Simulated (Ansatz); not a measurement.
Relaxation of ClF₅HW (8 atoms, charge 0, multiplicity 2), to a largest force component of 0.03 eV/Å in at most 50 steps.

Level of theory: UKS PBE/def2-SVP in Ansatz.

```xyz
8
Properties=species:S:1:pos:R:3
W 0.166 -0.001 -0.120
H -1.056 -0.028 2.535
F 2.027 0.171 0.073
F 0.075 1.871 0.156
F -1.646 -0.008 0.466
F 0.481 -1.864 -0.091
F -0.326 -0.128 -1.910
Cl 0.279 -0.013 2.651
```

Where does it end, and by what steps?

The run converged. After 15 steps the energy has fallen by 0.061 eV; H2 moved furthest, 0.33 Å.

| step | energy less start (eV) | largest force component (eV/Å) | accepted |
| --- | --- | --- | --- |
| 0 | 0.0000 | 0.783 | yes |
| 1 | -0.0167 | 0.462 | yes |
| 2 | -0.0245 | 0.121 | yes |
| 3 | -0.0279 | 0.061 | yes |
| 4 | -0.0298 | 0.066 | yes |
| 5 | -0.0319 | 0.095 | yes |
| 6 | -0.0342 | 0.101 | yes |
| 7 | -0.0386 | 0.164 | yes |
| 8 | -0.0437 | 0.108 | yes |
| 9 | -0.0460 | 0.234 | yes |
| 10 | -0.0539 | 0.118 | yes |
| 11 | -0.0580 | 0.148 | yes |
| 12 | -0.0600 | 0.119 | yes |
| 13 | -0.0595 | 0.100 | no |
| 14 | -0.0612 | 0.038 | yes |
| 15 | -0.0614 | 0.014 | yes |

```xyz
8
Properties=species:S:1:pos:R:3
W 0.128 0.013 -0.146
H -0.951 -0.090 2.847
F 1.945 0.153 0.189
F -0.045 1.917 -0.128
F -1.628 -0.119 0.476
F 0.252 -1.896 -0.137
F -0.036 0.006 -2.004
Cl 0.336 0.016 2.664
```

Whether the end is a true minimum wasn't checked by a vibrational analysis.

Time of the run: 27 s on 4 threads of AMD EPYC 9R45 96-Core Processor (Zen 5), with other jobs on the host, peak memory 0.26 GiB.
